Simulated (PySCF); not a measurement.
# Li2Br2: fields on a plane

These are results of PySCF, PBE0, basis Li def2-TZVP, Br def2-TZVP (no relativity, density fitting), not measurements.

The singlet minimum has Li–Br 2.351 Å (×4); Br–Li–Br 110.7° (×2), Li–Br–Li 69.3° (×2).

The plane holds Li1 at (0.00, 0.00), Li2 at (2.67, 0.00), Br3 at (1.34, 1.93), Br4 at (1.34, -1.93) Å. Columns run from x = -1.95 to 4.95 Å, rows from y = 4.35 (top) to -4.05 Å, in steps of 0.3 Å. Other isomers or separated fragments may lie lower.

Question: Give the electron localisation function (set to 0 where the density is under 0.005 e/Å³). Lower edges of the bins: '0' 0.000, '1' 0.100, '2' 0.200, '3' 0.300, '4' 0.400, '5' 0.500, '6' 0.600, '7' 0.700, '8' 0.800, '9' 0.900; top 1.00.

Answer: 
```
000000000000000000000000
000000001122211000000000
000000012445432100000000
000000135677765310000000
000001356788876531000000
000013567888887642100000
000024678721378763100000
000125677247438764200000
000135787177717875310000
000135787257528875310000
000135788621278865310000
000001368877788521000000
000000002777771000000000
000003960145400782000000
000029997001008999100000
000029997001008999100000
000003960145400782000000
000000002777771000000000
000001368877788521000000
000135788621278865310000
000135787257528875310000
000135787177717875310000
000125677247438764200000
000024678721378763100000
000013567888887642100000
000001356788876531000000
000000135677765310000000
000000012445432100000000
000000001122211000000000
```

Question: Give the electrostatic potential (V) (cut at 20 V). Lower edges of the bins (V): '0' -0.85, '1' -0.72, '2' -0.53, '3' -0.22, '4' 0.27, '5' 1.05, '6' 2.28, '7' 4.23, '8' 7.33, '9' 12.23; top 20.0.

Answer: 
```
332222111000001112222333
332221110000000112222333
332221100000000011222333
332221001233321001223333
333221123566653111223333
333221235789875321223333
333322357999997532233333
443333469999998643334444
444443469999999643444444
444544569999999654454444
555555668999998665555554
556667777899987777666555
566778887777778888776655
566789999766789999876655
567789999876789999877655
567789999876789999877655
566789999766789999876655
566778887777778888776655
556667777899987777666555
555555668999998665555554
444544569999999654454444
444443469999999643444444
443333469999998643334444
333322357999997532233333
333221235789875321223333
333221123566653111223333
332221001233321001223333
332221100000000011222333
332221110000000112222333
```
